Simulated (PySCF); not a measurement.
Isomers of C5H5NOS, one GFN2-xTB conformer each. Single-point energies are computed at PBE0/pcSseg-1 (PySCF, gas phase, no added dispersion term), electronic only.

Question: Rank them by PBE0/pcSseg-1 energy, lowest first (kcal/mol).
A. `[N:1]#[C:2][C@H:3]1[S:4][CH2:5][CH2:6][C:7]1=[O:8]` with C2–C3–S4–C5 85°, C3–S4–C5–C6 39°, S4–C5–C6–C7 -35°, C5–C6–C7–O8 -169°
B. `[CH3:1][c:2]1[n:3][cH:4][c:5]([CH:6]=[O:7])[s:8]1` with C4–C5–C6–O7 180°

Answer: B (0.0), A (12.8).

As drawn, the lower has an aromatic ring, which the higher lacks; the higher has a C≡N group, which the lower lacks. GFN2-xTB itself gives, in the same order: 0.0, 17.8. Both levels put the same isomer lowest.

Q: Which frontier levels, dipoles and rotational constants go with these structures?

A: 
| SMILES | HOMO (eV, PBE0/pcSseg-1) | LUMO (eV) | dipole (D) | A, B, C (MHz) |
| --- | --- | --- | --- | --- |
| Cc1ncc(C=O)s1 | -7.62 | -2.23 | 2.72 | 4585, 1236, 979.2 |
| N#C[C@H]1SCCC1=O | -7.46 | -1.67 | 4.22 | 2053, 1967, 1279 |
